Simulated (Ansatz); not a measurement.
## Energy profile

The step: SiH₂ClF ([F][SiH2][Cl]) + HBr → SiH₂BrCl ([Cl][SiH2][Br]) + HF; bonds formed: Si1–Br7, F2–H6; bonds broken: Si1–F2, H6–Br7 (atoms numbered as in the saddle structure below).

```
atom    x (Å)    y (Å)    z (Å)
 Si1  -0.1604   0.5218   0.1720
  F2   0.4360  -1.2998   0.5144
  H3  -1.3379   1.1646  -0.4325
  H4   1.1389   1.2014   0.1500
 Cl5  -0.7927   0.5133   2.1445
  H6   0.5374  -1.5119  -0.4746
 Br7   0.1785  -0.5891  -2.0738
```

Electronic energies by CCSD(T) at an estimated basis limit (MP2 extrapolated from triple and quadruple zeta, plus CCSD(T) − MP2 in triple zeta), on PBE0-D4/def2-TZVP structures; SiH3BrClF, singlet; no counterpoise correction. Program: Ansatz 0.2.0. Basis: def2-TZVPP and def2-QZVPP. Cores are frozen in the correlated methods. Filled d shells of the heavier atoms are correlated. The def2 sets are not built for correlating such inner shells, so the correlated values are less sure here. Extrapolation: Hartree–Fock as exp(−7.88 √X), correlation as X^−2.97.

Give the profile in kJ/mol, counted from the separated reactants. (To be estimated.)

The calculation gives:
| point | kJ/mol |
| --- | --- |
| separated: SiH2ClF (linked as [F][SiH2][Cl]; Si1, F2, H3, H4, Cl5; singlet) + HBr (H6, Br7; singlet) | 0.0 |
| start structure | -10.5 |
| saddle | 149.8 |
| end structure | 31.5 |
| separated: SiH2BrCl (linked as [Cl][SiH2][Br]; Si1, H3, H4, Cl5, Br7; singlet) + HF (F2, H6; singlet) | 43.1 |

The T1 diagnostic stays at or below 0.011.

For scale, one of the runs: CCSD(T)/def2-TZVPP, 205 basis functions (an equivalent command: `ansatz run in.yaml --threads 4`). The run took 67 s on 4 CPU threads (shared host), with 2.6 GiB of host memory at its peak.
